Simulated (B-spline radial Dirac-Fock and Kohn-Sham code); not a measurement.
# Dipole and non-dipole photoemission parameters of C⁺ 2s

System: carbon as C⁺, configuration [He] 2s2 2p1; threshold 29.89 eV (orbital energy of the model). Method: Dirac-Hartree-Slater photoionisation with a Latter tail; cross sections with all multipoles, angular parameters from the dipole term and its interference with E2. Computed with a radial finite-basis atomic code.

```tsv
hν (eV)	σ (kb)	β	γ
56.2	958	2.000	-0.020
57.2	?	?	?
75.6	646	2.000	-0.018
80	590	2.000	-0.013
99.5	412	2.000	0.006
156	181	2.000	0.062
254	62.6	2.000	0.166
279	50.5	2.000	0.188
300	42.7	2.000	0.205
332	33.7	2.000	0.230
366	26.7	2.000	0.254
400	21.6	2.000	0.277
416	19.6	2.000	0.288
469	14.6	2.000	0.322
509	11.9	2.000	0.346
919	2.64	2.000	0.554
1040	1.90	2.000	0.606
1390	0.859	2.000	0.742
2350	0.191	2.000	1.037
2590	0.143	2.000	1.098
3500	0.0584	2.000	1.306
3690	0.0498	2.000	1.345
4000	0.0390	2.000	1.408
5414.7	0.0154	2.000	1.666
6000	0.0112	2.000	1.762
6430	0.00902	2.000	1.829
7880	0.00476	2.000	2.039
8047.8	0.00446	2.000	2.062
13700	0.000813	2.000	2.725
15000	0.000606	2.000	2.856
```

Question: Give the values at 57.2 eV.

Answer: σ = 935 kb, β = 2.000, γ = -0.020. For an s subshell δ is negligible.
